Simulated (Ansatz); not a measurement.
Gas-phase electronic energies from Ansatz, PBE0-D4/def2-TZVP geometries. CCSD(T)/CBS is the MP2 limit (def2-TZVPP, def2-QZVPP) plus CCSD(T) − MP2 in def2-TZVPP, frozen cores. Functionals use def2-TZVPP. B3LYP here is the variant with VWN-RPA as its local correlation; programs differ in this. HSE06 is defined as in plane-wave codes. def2 core potentials past Kr. For Ge, Sb outer-core shells are correlated without core-valence functions, which leaves a few kJ/mol of doubt a bond. Scalar relativity is left out up to krypton.

`[BH2][SbH][CH3]` + `[NH2][GeH3]` → `B[NH][GeH3]` + `[CH3][SbH2]`  (cleavage of the B–Sb bond)

Question: Is it downhill or uphill in electronic energy at CCSD(T)/CBS, and by how much? (An estimate is asked.)

Answer: Ansatz gave: Downhill: ΔE = -138.9 kJ/mol.

Question: What do these levels give: revPBE-D4, B3LYP-D4, r2SCAN0-D4, PBE-QIDH, PBE, BLYP, HSE06, CAM-B3LYP, HF/def2-SVP, MP2/def2-SVP, SCS-MP2/def2-TZVPP, MP2/def2-QZVPP? (An estimate is asked.)

Answer: Computed: revPBE-D4 -139.6, B3LYP-D4 -148.5, r2SCAN0-D4 -143.2, PBE-QIDH -141.3, PBE -141.0, BLYP -148.3, HSE06 -140.9, CAM-B3LYP -154.2, HF/def2-SVP -155.6, MP2/def2-SVP -163.0, SCS-MP2/def2-TZVPP -144.6, MP2/def2-QZVPP -139.3 kJ/mol.

Largest T1 diagnostic among the species: 0.015.

Leaving LDA and LC-ωPBE aside and taking each functional with its dispersion term where it has one, the values, not all of them listed here, spread over 14.2 kJ/mol, from CAM-B3LYP-D4 to revPBE-D4. LDA lies −12.2 kJ/mol from PBE without D4. At CCSD(T), def2-SVP lies −23.3 kJ/mol from the extrapolated value and def2-TZVPP −4.8 kJ/mol.
